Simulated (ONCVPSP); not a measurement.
**u(r) = r·R(r): atom against pseudo-atom (Cr (Z = 24))**

Columns: radius, all-electron u(r) and pseudo u(r) of the 3s shell (level -73.99 eV) of chromium in the configuration [Ne] 3s2 3p6 3d5 4s1; PBE, scalar-relativistic, ONCV scheme, ONCVPSP 4.0.1.

```json
{"r (bohr)": "0.100", "all-electron": "-0.1572", "pseudo": "0.1495"}
{"r (bohr)": "0.200", "all-electron": "-0.6185", "pseudo": "0.3086"}
{"r (bohr)": "0.300", "all-electron": "-0.3225", "pseudo": "0.4821"}
{"r (bohr)": "0.400", "all-electron": "0.2175", "pseudo": "0.6650"}
{"r (bohr)": "0.500", "all-electron": "0.6895", "pseudo": "0.8398"}
{"r (bohr)": "0.600", "all-electron": "0.9979", "pseudo": "0.9840"}
{"r (bohr)": "0.700", "all-electron": "1.1460", "pseudo": "1.0791"}
{"r (bohr)": "0.800", "all-electron": "1.1729", "pseudo": "1.1156"}
{"r (bohr)": "0.900", "all-electron": "1.1208", "pseudo": "1.0921"}
{"r (bohr)": "1.000", "all-electron": "1.0243", "pseudo": "1.0164"}
{"r (bohr)": "1.100", "all-electron": "0.9079", "pseudo": "0.9071"}
{"r (bohr)": "1.200", "all-electron": "0.7872", "pseudo": "0.7871"}
{"r (bohr)": "1.300", "all-electron": "0.6716", "pseudo": "0.6715"}
{"r (bohr)": "1.400", "all-electron": "0.5659", "pseudo": "0.5659"}
{"r (bohr)": "1.500", "all-electron": "0.4724", "pseudo": "0.4723"}
{"r (bohr)": "1.600", "all-electron": "0.3914", "pseudo": "0.3913"}
{"r (bohr)": "1.700", "all-electron": "0.3223", "pseudo": "0.3223"}
{"r (bohr)": "1.800", "all-electron": "0.2642", "pseudo": "0.2641"}
{"r (bohr)": "1.900", "all-electron": "0.2157", "pseudo": "0.2156"}
{"r (bohr)": "2.000", "all-electron": "0.1755", "pseudo": "0.1755"}
{"r (bohr)": "2.100", "all-electron": "0.1424", "pseudo": "0.1424"}
{"r (bohr)": "2.200", "all-electron": "0.1153", "pseudo": "0.1153"}
{"r (bohr)": "2.300", "all-electron": "0.0932", "pseudo": "0.0932"}
{"r (bohr)": "2.400", "all-electron": "0.0752", "pseudo": "0.0752"}
{"r (bohr)": "2.500", "all-electron": "0.0606", "pseudo": "0.0606"}
{"r (bohr)": "2.600", "all-electron": "0.0487", "pseudo": "0.0487"}
```

(1) How many radial nodes do the two functions have?

(2) At about which radius was the pseudo-wave matched?

(3) Where does each function peak?

(4) Is the pseudo-wave norm-conserving?

Results:

(1) The all-electron 3s function has n − l − 1 = 2 (the table is too coarse to show those close to the nucleus); the pseudo-wave has 0, since the states of the same l below it are removed with the core.

(2) 1.20 bohr, where the columns begin to agree (steps of 0.10 bohr).

(3) Outermost all-electron maximum near 0.80 bohr, pseudo maximum near 0.80 bohr (to the table’s step).

(4) Yes: the ONCV scheme keeps the norm inside the radius equal to the all-electron one, which fixes the energy derivative of the logarithmic derivative at the level.
